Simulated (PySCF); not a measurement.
CH11N3Si2, SMILES [SiH](N)(N)[Si@H](C)N. Geometry optimised at PBE-D3(BJ)/def2-SVP. The structure was generated by enumeration; whether it is a known compound was not checked. One conformer was computed; it need not be the lowest.

Computed equilibrium geometry at PBE-D3(BJ)/def2-SVP (PySCF confirms it by a frequency run) as Cartesian coordinates in Å (one conformer of several):
```xyz
17

C     -1.9792     1.3723    -0.5987
Si    -1.1535    -0.3321    -0.4046
N     -1.4687    -1.1962     1.1040
Si     1.2009    -0.0636    -0.3811
N      1.8213     1.5402    -0.0486
N      1.6207    -1.0758     0.9798
H     -1.7776     1.7772    -1.6133
H     -3.0798     1.3240    -0.4656
H     -1.5701     2.0954     0.1370
H     -1.6823    -1.2110    -1.5142
H     -0.9877    -0.8235     1.9292
H     -2.4342    -1.4392     1.3468
H      1.8322    -0.3726    -1.7249
H      2.0330     2.1534    -0.8391
H      1.4352     2.0777     0.7318
H      1.0289    -1.8970     1.1391
H      2.5993    -1.2565     1.2194
```
Charge 0, spin multiplicity 1.
